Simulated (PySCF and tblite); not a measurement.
C4H6ClNO, numbered as in [CH2:1]=[C:2]([CH2:3][Cl:4])[NH:5][CH:6]=[O:7].

Level: B97-D-D3(BJ)/6-31G*//GFN2-xTB, thermal terms from GFN2-xTB, symmetry numbers and mirror pairs counted. Conformers within 2.5 kcal/mol (GFN2-xTB free energy) were kept, 6 at most. GIAO shieldings: B97-D/6-31G*. Shifts are against NH3 (¹⁵N) at the same level. Programs: PySCF with density fitting and tblite.

Torsions listed: N5–C2–C3–Cl4, C3–C2–N5–C6, C2–N5–C6–O7. Of a mirror pair one member is shown.

| conformer | shape | symmetry | E(GFN2) kcal/mol | E(DFT) kcal/mol |
| --- | --- | --- | --- | --- |
| 1 | 56°, 173°, -3° | C1 (pair) | 0.00 | 0.00 |
| 2 | 76°, 22°, 1° | C1 (pair) | 0.52 | 1.50 |
| 3 | 180°, 0°, 0° | Cs | 0.25 | 2.25 |

(1) How much do the weights at 298.15 K and the averaged shift of N5 depend on how the conformers are weighted?

The minima are those of GFN2-xTB; planar forms about aryl–S or allylic bonds may be saddles in DFT. Rotation about the C–N or B–N bond may be slow on the NMR time scale, and the averages treat it as fast. Unscaled ¹⁵N shifts at such levels can be off by tens of ppm; differences between conformers or isomers are more reliable.

## Answers

(1) 
| weighting | 1 (%) | 2 (%) | 3 (%) | δ (ppm) | rms dipole (D) |
| --- | --- | --- | --- | --- | --- |
| DFT energy with thermal terms, symmetry and mirror images (full scheme) | 93 | 6 | 1 | 132.8 | 2.66 |
| DFT energy with symmetry and mirror images | 92 | 7 | 1 | 132.8 | 2.69 |
| bare DFT energy | 91 | 7 | 2 | 132.9 | 2.70 |
| GFN2-xTB energy with symmetry and mirror images | 57 | 24 | 19 | 134.3 | 3.15 |
| GFN2-xTB free energy | 62 | 20 | 18 | 134.2 | 3.08 |
| leading conformer alone | 100 | 0 | 0 | 132.7 | 2.56 |
| equal weights | 33 | 33 | 33 | 135.4 | 3.42 |
| full scheme, search stopped after three starts | 0 | 100 | 0 | 134.0 | 3.89 |

The largest departure from the full scheme, 2.6 ppm, comes with: equal weights.


¹⁵N shifts are against a computed isolated NH3 molecule, about 20 ppm from the liquid.